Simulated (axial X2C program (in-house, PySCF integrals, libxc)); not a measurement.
# Excited states of AlTe⁻ by EOM-EE-CCSD

Calculated with an axial X2C code built on PySCF integrals: two-component X2C with atomic mean-field Coulomb and Gaunt terms, Gaussian nuclei, basis Te dyall-acv3z, Al dyall-av3z with contracted cores.

R = 2.467 Å (near the PBE0 minimum at charge -1 of the determinant lowest at the starting distance; the state shown can have its own minimum elsewhere).

Vertical excitation energies from the closed-shell determinant state of AlTe⁻:

| Ω | excitation (eV) | cm⁻¹ | hole of the leading pair | particle of the leading pair | weight of the pair (for Ω = 0 its time-reversed partner can hold as much again) | singles weight |
| --- | --- | --- | --- | --- | --- | --- |
| 0⁻ | 2.086 | 16825 | 38% Al pσ, 28% Al sσ, 21% Te pσ | 66% Al pπ, 14% Al dπ, 11% Te dπ | 0.47 | 0.95 |
| 0⁺ | 2.101 | 16946 | 39% Al pσ, 29% Al sσ, 22% Te pσ | 66% Al pπ, 14% Al dπ, 11% Te dπ | 0.47 | 0.95 |
| 1 | 2.125 | 17140 | 38% Al pσ, 28% Al sσ, 22% Te pσ | 66% Al pπ, 13% Al dπ, 11% Te dπ | 0.51 | 0.95 |
| 2 | 2.171 | 17511 | 39% Al pσ, 28% Al sσ, 22% Te pσ | 62% Al pπ, 17% Al dπ, 12% Te dπ | 0.94 | 0.95 |
| 1 | 2.668 | 21518 | 73% Te pπ, 15% Al pπ, 8% Al dπ | 66% Al pπ, 16% Te dπ, 8% Te pπ | 0.67 | 0.92 |
| 0⁻ | 2.732 | 22035 | 73% Te pπ, 15% Al pπ, 8% Al dπ | 61% Al pπ, 18% Te dπ, 9% Te pπ | 0.38 | 0.92 |
| 1 | 2.831 | 22837 | 37% Al pσ, 30% Te pσ, 18% Al sσ | 67% Al pπ, 13% Al dπ, 11% Te dπ | 0.40 | 0.92 |
| 3 | 2.835 | 22868 | 73% Te pπ, 15% Al pπ, 8% Al dπ | 62% Al pπ, 17% Te dπ, 9% Al dπ | 0.92 | 0.92 |
| 2 | 2.856 | 23033 | 73% Te pπ, 15% Al pπ, 8% Al dπ | 68% Al pπ, 13% Te dπ, 7% Te pπ | 0.88 | 0.91 |

This point took 29 s on 1 thread of Arm Neoverse V2, on a shared host.

Reference electrons by ω block (each with its −ω partner): 1/2: 22, 3/2: 9, 5/2: 2. 10 electrons of AlTe⁻ correlated (inner shells frozen), 88 natural virtual spinors (a truncated set); levels can be off by some tenths of an eV. Roots sought by Ω: (0: 5, 1: 4, 2: 3, 3: 1); rows need 60 % singles weight and stop where some Ω has no more roots. Missing are any skipped roots, higher Ω and states of a further excitation; these come out far too high here and may in truth be low or lowest. T1 of the reference 0.021 (Lee–Taylor). The highest Hartree–Fock level of the anion lies at -2.65 eV; relaxation, partly offset by correlation, puts the detachment threshold some tenths of an eV to over one eV lower in magnitude, and states above it are held by the basis set and are not bound. Number of frozen shells: Te 4 s, 3 p, 2 d; Al 2 s, 1 p.
